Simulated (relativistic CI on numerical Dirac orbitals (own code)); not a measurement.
## Mn²⁺ in a cubic cluster: 2p photoemission with charge transfer

Computed with a charge-transfer multiplet model of a cubic metal-ligand cluster with up to one ligand hole, Slater and spin-orbit integrals from Dirac-Coulomb-Breit ions, Slater integrals scaled by 0.7. The ground state mixes d5 with configurations of k ligand holes L, whose averages lie at kΔ + k(k − 1)U_dd/2; a core hole lowers each added d electron by U_cd. 20 K, Lorentzian 0.6 eV and Gaussian 0.8 eV FWHM.

Atomic integrals in eV (Slater integrals scaled, ζ unscaled), ground: F2dd 7.178, F4dd 4.458, zeta_d 0.037; with the core hole: F2dd 8.503, F4dd 5.322, zeta_d 0.060, zeta_core 6.788, F2cd 4.916, G1cd 3.683, G3cd 2.092.

Cluster parameters (eV): U_dd = 7, U_cd = 8.8, 10Dq = 1.25, 10Dq(ligand) = 1.3, V(eg) = 1.75, V(t2g) = -0.84, final-state hopping factor = 1.

```
    Case   n_d    d5   d6L     S
Δ = 3 eV  5.18  0.82  0.18  2.50
Δ = 5 eV  5.12  0.88  0.12  2.50
Δ = 6 eV  5.10  0.90  0.10  2.50
```

Weights, n_d and S are thermal averages at 20 K. Binding energies count from the first peak over 30 % of the highest in each spectrum, which can be another peak from case to case. The parameters are a model scan and need not match a compound or its usual spin state. Peaks in eV (height, largest 100):
- Δ = 3 eV: 0.0 (100), 6.0 (58), 7.0 (51), 10.8 (65), 17.6 (30), 18.5 (35)
- Δ = 5 eV: 0.0 (100), 0.9 (89), 5.9 (49), 11.5 (57), 12.1 (56), 17.5 (23), 18.4 (26)
- Δ = 6 eV: 0.0 (100), 3.8 (20), 5.8 (41), 11.5 (53), 12.2 (54), 17.3 (18), 18.1 (20)

Curve for Δ = 5 eV (points under 2 left out, the grid thinned):

(E (eV), Intensity): (-3.6, 2.1), (-3.0, 2.8), (-2.4, 4.3), (-1.8, 7.4), (-1.3, 15.3), (-0.7, 52.3), (-0.1, 99.6), (0.5, 88.9), (1.1, 86.9), (1.7, 63.8), (2.3, 38.8), (2.8, 26.5), (3.4, 22.9), (4.0, 20.2), (4.6, 19.7), (5.2, 30.9), (5.8, 48.8), (6.4, 42.6), (7.0, 39.7), (7.5, 32.8), (8.1, 22.5), (8.7, 13.4), (9.3, 11.0), (9.9, 14.5), (10.5, 28.4), (11.1, 51.5), (11.6, 56.7), (12.2, 55.7), (12.8, 40.5), (13.4, 21.6), (14.0, 13.2), (14.6, 9.6), (15.2, 7.7), (15.8, 7.5), (16.3, 8.3), (16.9, 15.8), (17.5, 22.9), (18.1, 24.3), (18.7, 22.3), (19.3, 9.1), (19.9, 4.3), (20.4, 3.3), (21.0, 3.5), (21.6, 3.4), (22.2, 2.1)

For the case Δ = 3 eV, Δ = 3 eV is smaller than U_dd = 7 eV, the charge-transfer side of the Zaanen-Sawatzky-Allen scheme. With the core hole the configuration with one ligand hole lies at Δ − U_cd = -5.8, -3.8, -2.8 eV from the one without, in the order of the table; where this is negative the screened configuration lies lower, though the effective hopping of about 2.8 eV (from the holes of the mixed ground state) mixes the two strongly wherever it is as large as the gap.

With at most 1 ligand hole the space is cut while the next configuration still counts, so covalency is underestimated, and a final configuration with one more ligand hole, which can lie low, is missing from the spectra.
